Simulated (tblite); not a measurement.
Record of a relaxation.

Species: C₄H₁₀B₂ClN.
SMILES with atom numbers: `[Cl:1][B:2]1[CH2:3][CH2:4][CH2:5][CH2:6][BH:7][NH:8]1` (hydrogens: H9, H10 on C3; H11, H12 on C4; H13, H14 on C5; H15, H16 on C6; H17 on B7; H18 on N8)

Computed with GFN2-xTB (tblite), gas phase: L-BFGS steps from a force-field or distance-geometry start until the largest atomic force falls under 0.01 eV/Å. 11 of its 103 geometries are shown.

Step 0: E = -643.8367 eV, largest atomic force 3.488 eV/Å
```
atom  x, y, z in Å  |  force x, y, z in eV/Å
Cl1    -1.117    3.034    1.038    0.258  -1.184  -1.040
B2     -0.817    1.523    0.024    0.984   0.244  -1.224
C3     -1.673    0.199    0.282   -0.654   1.062   0.122
C4     -0.833   -0.983    0.728   -0.109  -1.118   0.606
C5      0.217   -1.434   -0.298    0.105  -0.533  -0.177
C6      1.555   -0.698   -0.160   -0.181   0.820   0.117
B7      1.504    0.868   -0.515   -1.280   0.085  -0.771
N8      0.250    1.528   -1.062    0.631   0.716   3.355
H9     -2.212   -0.056   -0.660    0.314   0.054   0.614
H10    -2.448    0.419    1.061    0.478  -0.339  -0.603
H11    -1.528   -1.845    0.909    0.445   0.554  -0.121
H12    -0.353   -0.769    1.714   -0.222  -0.073  -0.746
H13    -0.181   -1.319   -1.330    0.217   0.059   0.642
H14     0.420   -2.517   -0.158   -0.198   0.431   0.004
H15     1.932   -0.803    0.884   -0.156  -0.094  -0.650
H16     2.300   -1.168   -0.823   -0.185   0.094   0.291
H17     2.491    1.509   -0.388   -0.254  -0.079  -0.248
H18     0.487    2.516   -1.257   -0.194  -0.699  -0.171
```

Step 10: E = -644.6730 eV, largest atomic force 0.693 eV/Å
```
atom  x, y, z in Å  |  force x, y, z in eV/Å
Cl1    -1.359    3.003    0.757   -0.219  -0.088  -0.087
B2     -0.784    1.500    0.048   -0.534   0.426   0.118
C3     -1.652    0.193    0.287    0.117  -0.115   0.115
C4     -0.858   -1.046    0.740    0.014   0.290  -0.107
C5      0.192   -1.458   -0.286    0.088   0.211   0.091
C6      1.499   -0.648   -0.156    0.133  -0.157  -0.087
B7      1.568    0.892   -0.524    0.167  -0.340  -0.348
N8      0.413    1.668   -0.680    0.045   0.071  -0.159
H9     -2.183   -0.080   -0.638    0.105   0.157   0.187
H10    -2.415    0.384    1.048   -0.026   0.039  -0.131
H11    -1.574   -1.858    0.907    0.204   0.047   0.067
H12    -0.334   -0.806    1.670   -0.236  -0.170   0.086
H13    -0.223   -1.332   -1.292    0.137  -0.120   0.101
H14     0.415   -2.518   -0.119    0.081   0.113  -0.174
H15     1.887   -0.774    0.863    0.019  -0.118  -0.167
H16     2.224   -1.118   -0.828    0.101  -0.154   0.175
H17     2.614    1.407   -0.751   -0.235  -0.206   0.064
H18     0.561    2.596   -1.057    0.039   0.115   0.256
```

Step 20: E = -644.8999 eV, largest atomic force 0.190 eV/Å
```
atom  x, y, z in Å  |  force x, y, z in eV/Å
Cl1    -1.712    3.033    0.460    0.095   0.004  -0.111
B2     -0.819    1.573    0.093   -0.044   0.075   0.048
C3     -1.613    0.217    0.325    0.018  -0.017   0.012
C4     -0.834   -1.032    0.753    0.012  -0.001  -0.044
C5      0.211   -1.464   -0.278   -0.039   0.016   0.024
C6      1.525   -0.679   -0.213   -0.012  -0.135   0.077
B7      1.559    0.847   -0.618   -0.025  -0.110   0.002
N8      0.486    1.751   -0.427   -0.074  -0.080  -0.093
H9     -2.120   -0.025   -0.618    0.015   0.047   0.020
H10    -2.419    0.389    1.046    0.065  -0.038  -0.009
H11    -1.552   -1.851    0.874    0.055   0.053   0.058
H12    -0.360   -0.856    1.724   -0.017  -0.039  -0.114
H13    -0.219   -1.352   -1.277    0.033  -0.120   0.043
H14     0.442   -2.524   -0.116   -0.082   0.108  -0.059
H15     1.896   -0.749    0.815    0.036   0.052   0.068
H16     2.262   -1.231   -0.803   -0.006   0.051  -0.062
H17     2.569    1.251   -1.060   -0.051   0.183   0.003
H18     0.692    2.708   -0.692    0.021  -0.048   0.138
```

Step 31: E = -644.9223 eV, largest atomic force 0.049 eV/Å
```
atom  x, y, z in Å  |  force x, y, z in eV/Å
Cl1    -1.716    3.059    0.362   -0.016   0.009  -0.016
B2     -0.831    1.581    0.098   -0.007  -0.043   0.014
C3     -1.614    0.221    0.332    0.009   0.019  -0.010
C4     -0.829   -1.029    0.746   -0.010   0.030  -0.015
C5      0.210   -1.472   -0.281    0.000   0.010  -0.004
C6      1.528   -0.693   -0.218    0.023   0.002   0.005
B7      1.550    0.836   -0.620   -0.002   0.006  -0.002
N8      0.486    1.738   -0.389   -0.017   0.006  -0.005
H9     -2.124   -0.004   -0.614   -0.010  -0.016   0.032
H10    -2.415    0.372    1.062    0.028   0.016  -0.014
H11    -1.548   -1.841    0.889    0.020  -0.003  -0.001
H12    -0.340   -0.856    1.708    0.001   0.022  -0.022
H13    -0.209   -1.384   -1.285   -0.029  -0.010  -0.005
H14     0.428   -2.531   -0.111    0.012  -0.003   0.001
H15     1.902   -0.747    0.810    0.007  -0.005   0.028
H16     2.266   -1.236   -0.812   -0.005  -0.008  -0.044
H17     2.530    1.291   -1.088   -0.004  -0.021   0.044
H18     0.717    2.702   -0.599    0.000  -0.013   0.014
```

Step 41: E = -644.9279 eV, largest atomic force 0.077 eV/Å
```
atom  x, y, z in Å  |  force x, y, z in eV/Å
Cl1    -1.737    3.065    0.297   -0.017  -0.019  -0.024
B2     -0.848    1.580    0.072   -0.005  -0.049   0.011
C3     -1.627    0.222    0.325    0.026  -0.012   0.016
C4     -0.819   -1.013    0.741   -0.023   0.004  -0.011
C5      0.207   -1.475   -0.290    0.013   0.009  -0.004
C6      1.526   -0.702   -0.236    0.056   0.018  -0.008
B7      1.554    0.834   -0.591    0.005   0.045  -0.011
N8      0.484    1.732   -0.371   -0.006   0.035  -0.018
H9     -2.172   -0.022   -0.596    0.021   0.009   0.051
H10    -2.398    0.388    1.085    0.003  -0.022  -0.045
H11    -1.520   -1.835    0.907   -0.036   0.016   0.066
H12    -0.311   -0.810    1.687   -0.030  -0.024  -0.016
H13    -0.221   -1.406   -1.292   -0.012   0.035  -0.012
H14     0.431   -2.529   -0.106   -0.040  -0.036   0.010
H15     1.918   -0.786    0.784    0.022  -0.006   0.020
H16     2.252   -1.229   -0.858    0.008  -0.034  -0.049
H17     2.551    1.294   -1.014   -0.014   0.009   0.039
H18     0.722    2.699   -0.556    0.029   0.021  -0.014
```

Step 51: E = -644.9401 eV, largest atomic force 0.132 eV/Å
```
atom  x, y, z in Å  |  force x, y, z in eV/Å
Cl1    -1.813    3.033    0.116    0.046   0.024  -0.024
B2     -0.861    1.571    0.023   -0.109  -0.044  -0.059
C3     -1.632    0.220    0.327    0.004  -0.046   0.050
C4     -0.803   -0.994    0.758    0.013  -0.010  -0.004
C5      0.190   -1.475   -0.300    0.050   0.032   0.010
C6      1.523   -0.722   -0.275    0.071   0.050  -0.016
B7      1.571    0.837   -0.522    0.020   0.079   0.089
N8      0.492    1.736   -0.344   -0.065   0.006  -0.020
H9     -2.222   -0.062   -0.555    0.095   0.045   0.023
H10    -2.374    0.406    1.109   -0.008   0.019  -0.001
H11    -1.496   -1.806    0.994    0.026  -0.020  -0.014
H12    -0.258   -0.753    1.674   -0.021  -0.006  -0.018
H13    -0.251   -1.389   -1.296   -0.047   0.010   0.051
H14     0.397   -2.535   -0.123   -0.022  -0.010  -0.021
H15     1.994   -0.880    0.704   -0.044  -0.024  -0.021
H16     2.197   -1.211   -0.984   -0.013  -0.009  -0.014
H17     2.604    1.326   -0.806   -0.025  -0.065  -0.015
H18     0.734    2.706   -0.509    0.027  -0.032   0.003
```

Step 61: E = -644.9509 eV, largest atomic force 0.027 eV/Å
```
atom  x, y, z in Å  |  force x, y, z in eV/Å
Cl1    -1.855    3.011   -0.089    0.003  -0.010  -0.008
B2     -0.884    1.561   -0.028    0.004  -0.001   0.016
C3     -1.631    0.216    0.347   -0.010  -0.019   0.001
C4     -0.779   -0.978    0.786    0.015  -0.012  -0.001
C5      0.176   -1.462   -0.304    0.021   0.008  -0.003
C6      1.521   -0.731   -0.306    0.010   0.012   0.007
B7      1.582    0.842   -0.432   -0.001  -0.002  -0.006
N8      0.486    1.731   -0.318   -0.007   0.002  -0.005
H9     -2.223   -0.094   -0.521   -0.019  -0.003  -0.002
H10    -2.366    0.420    1.130    0.003   0.011   0.010
H11    -1.451   -1.797    1.058   -0.005   0.013   0.001
H12    -0.207   -0.715    1.678   -0.003   0.010  -0.001
H13    -0.304   -1.347   -1.278    0.016   0.003   0.006
H14     0.369   -2.529   -0.157   -0.017   0.005  -0.020
H15     2.050   -0.986    0.620   -0.007  -0.012  -0.002
H16     2.137   -1.164   -1.101   -0.002   0.012   0.013
H17     2.635    1.332   -0.622   -0.007  -0.013  -0.002
H18     0.736    2.700   -0.475    0.006  -0.004  -0.004
```

Step 71: E = -644.9518 eV, largest atomic force 0.017 eV/Å
```
atom  x, y, z in Å  |  force x, y, z in eV/Å
Cl1    -1.866    2.998   -0.144   -0.006   0.010  -0.008
B2     -0.890    1.554   -0.043    0.000  -0.005   0.005
C3     -1.635    0.214    0.351   -0.002  -0.004  -0.003
C4     -0.773   -0.973    0.789    0.002  -0.002   0.000
C5      0.175   -1.457   -0.309    0.001   0.006   0.003
C6      1.523   -0.735   -0.306    0.000  -0.003   0.000
B7      1.584    0.839   -0.406    0.003  -0.001  -0.009
N8      0.485    1.725   -0.311    0.008  -0.001   0.000
H9     -2.244   -0.105   -0.502   -0.013  -0.002  -0.008
H10    -2.356    0.429    1.145    0.007  -0.001   0.009
H11    -1.438   -1.791    1.077    0.003  -0.008  -0.005
H12    -0.194   -0.694    1.671    0.012  -0.012   0.001
H13    -0.304   -1.328   -1.282   -0.003   0.009   0.013
H14     0.357   -2.528   -0.177   -0.010   0.009  -0.005
H15     2.064   -1.019    0.604   -0.010   0.001   0.000
H16     2.127   -1.145   -1.122    0.006  -0.013   0.010
H17     2.640    1.328   -0.576    0.005   0.010   0.004
H18     0.737    2.693   -0.469   -0.002   0.008  -0.006
```

Step 82: E = -644.9533 eV, largest atomic force 0.018 eV/Å
```
atom  x, y, z in Å  |  force x, y, z in eV/Å
Cl1    -1.868    2.988   -0.176   -0.003  -0.005  -0.005
B2     -0.892    1.545   -0.051    0.007  -0.009  -0.004
C3     -1.637    0.211    0.365    0.001   0.005   0.002
C4     -0.769   -0.977    0.787   -0.009   0.001   0.000
C5      0.173   -1.443   -0.323   -0.004   0.002   0.006
C6      1.530   -0.737   -0.292   -0.005   0.002  -0.002
B7      1.591    0.837   -0.404   -0.013   0.001  -0.002
N8      0.484    1.716   -0.323   -0.004  -0.002   0.004
H9     -2.271   -0.108   -0.469    0.003   0.004  -0.010
H10    -2.337    0.435    1.176    0.009   0.001   0.015
H11    -1.428   -1.802    1.069   -0.010   0.000   0.007
H12    -0.186   -0.705    1.669    0.005  -0.016  -0.004
H13    -0.302   -1.272   -1.291    0.008  -0.010   0.003
H14     0.338   -2.519   -0.224    0.006   0.010  -0.006
H15     2.046   -1.022    0.632   -0.012   0.012  -0.003
H16     2.149   -1.160   -1.090    0.005   0.008  -0.004
H17     2.642    1.336   -0.574    0.007  -0.009   0.006
H18     0.729    2.683   -0.493    0.007   0.005  -0.005
```

Step 92: E = -644.9539 eV, largest atomic force 0.015 eV/Å
```
atom  x, y, z in Å  |  force x, y, z in eV/Å
Cl1    -1.877    2.975   -0.217   -0.003   0.005   0.001
B2     -0.892    1.542   -0.059    0.007  -0.009  -0.009
C3     -1.634    0.212    0.375    0.002   0.002   0.005
C4     -0.767   -0.980    0.787   -0.004   0.000   0.000
C5      0.170   -1.440   -0.331   -0.001   0.002   0.005
C6      1.527   -0.736   -0.293    0.000  -0.001   0.002
B7      1.592    0.838   -0.396   -0.006   0.003   0.001
N8      0.484    1.716   -0.323    0.002   0.003   0.005
H9     -2.284   -0.105   -0.449    0.004  -0.002   0.004
H10    -2.318    0.442    1.198    0.002   0.005   0.006
H11    -1.427   -1.804    1.071   -0.003  -0.003  -0.010
H12    -0.177   -0.715    1.666   -0.006  -0.001  -0.001
H13    -0.306   -1.259   -1.296    0.006  -0.010   0.003
H14     0.334   -2.517   -0.243   -0.005   0.004  -0.002
H15     2.036   -1.020    0.635    0.003  -0.009   0.003
H16     2.151   -1.157   -1.088    0.004   0.001  -0.006
H17     2.648    1.333   -0.550   -0.002   0.005  -0.002
H18     0.730    2.683   -0.496   -0.001   0.007  -0.005
```

Step 102: E = -644.9542 eV, largest atomic force 0.009 eV/Å
```
atom  x, y, z in Å  |  force x, y, z in eV/Å
Cl1    -1.880    2.971   -0.228    0.001   0.002   0.000
B2     -0.891    1.542   -0.062    0.002  -0.006  -0.005
C3     -1.631    0.213    0.380   -0.004  -0.002   0.002
C4     -0.768   -0.984    0.785   -0.002  -0.001   0.001
C5      0.171   -1.439   -0.332    0.001   0.003   0.002
C6      1.528   -0.735   -0.290    0.002   0.000   0.000
B7      1.592    0.839   -0.394    0.001  -0.001  -0.003
N8      0.485    1.718   -0.326    0.002  -0.003   0.002
H9     -2.289   -0.102   -0.437   -0.004   0.007   0.004
H10    -2.306    0.449    1.209   -0.003  -0.005   0.000
H11    -1.432   -1.808    1.060   -0.002   0.001  -0.004
H12    -0.180   -0.728    1.668   -0.002   0.000  -0.002
H13    -0.304   -1.258   -1.299   -0.001   0.001   0.004
H14     0.334   -2.517   -0.246    0.005   0.004   0.001
H15     2.034   -1.023    0.637    0.006   0.003   0.002
H16     2.154   -1.153   -1.085   -0.001   0.000  -0.004
H17     2.648    1.335   -0.547   -0.002  -0.003   0.002
H18     0.729    2.685   -0.504    0.000  -0.001  -0.001
```

Q: Summarise the path.

A: The energy falls by 107.82 kJ/mol from step 0 to step 102; nine tenths of that is first reached at step 16. It falls at every step. The largest force goes from 3.488 to 0.009 eV/Å. Among the bonds B2–N8 changes most, from 1.522 to 1.412 Å; the atoms move by 0.474 Å rms after alignment.

Q: Follow the three bonds and two angles with the largest change from start to end.

A: 
```csv
step,E above end (kJ/mol),largest force (eV/Å),B2–N8 (Å),B7–N8 (Å),Cl1–B2 (Å),B2–N8–B7 (°),C3–B2–N8 (°)
0,107.82,3.488,1.522,1.519,1.844,108.7,119.6
4,47.53,0.489,1.421,1.418,1.738,119.2,124.5
9,31.70,0.542,1.416,1.406,1.750,122.5,129.1
13,17.25,0.523,1.426,1.411,1.742,131.0,128.0
18,6.88,0.257,1.416,1.418,1.752,130.9,128.9
22,4.26,0.158,1.415,1.415,1.741,132.6,127.4
27,3.31,0.071,1.412,1.414,1.745,133.3,127.2
31,3.07,0.049,1.413,1.415,1.744,133.4,127.3
35,2.93,0.060,1.412,1.414,1.746,133.4,127.4
40,2.62,0.064,1.411,1.414,1.745,133.9,127.3
44,2.19,0.102,1.412,1.415,1.748,133.9,127.6
49,1.71,0.089,1.412,1.416,1.745,133.6,127.8
53,0.89,0.150,1.411,1.415,1.748,133.8,128.0
58,0.41,0.079,1.410,1.416,1.745,133.9,127.5
62,0.30,0.024,1.411,1.415,1.745,133.8,127.5
67,0.26,0.027,1.412,1.415,1.747,133.8,127.5
71,0.22,0.017,1.411,1.415,1.745,133.9,127.5
75,0.17,0.033,1.412,1.415,1.746,133.9,127.6
80,0.10,0.028,1.411,1.416,1.746,134.2,127.6
84,0.07,0.021,1.412,1.416,1.747,134.2,127.7
89,0.04,0.022,1.412,1.416,1.746,134.2,127.7
93,0.02,0.012,1.412,1.415,1.747,134.0,127.8
98,0.01,0.012,1.412,1.415,1.747,133.9,127.8
102,0.00,0.009,1.412,1.415,1.746,133.9,127.8
```

What follows is the cost of the whole relaxation. Hardware: one thread of an Arm Neoverse N1, no GPU (shared host). Cost: 1.2 s wall.
